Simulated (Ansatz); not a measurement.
Ansatz (an electronic-structure program) input:

Ansatz 0.2 input:
```yaml
crystal:
  periodic: [false, false, false]
  atoms:
    - {symbol: Au, position_ang: [-0.00000000, -0.00000000, -0.43695199]}
    - {symbol: Cl, position_ang: [0.00000000, 0.00000000, 2.03054158]}
basis:
  gaussian:
    orbitals: def2-TZVP
hamiltonian:
  xc: b3lyp
  dispersion: d3bj
total_charge: -1
magnetization: {spin_polarized: true, initial_magnetization: 1}
phonons: {temperatures: {t_min: 298.15, t_max: 298.15, t_step: 100}}
```

Task: What final total energy does it print?

Result: -596.10642 Eh (B3LYP-D3(BJ)/def2-TZVP). The basis has 77 functions.

The spin state was set by rule; other spins were not relaxed.
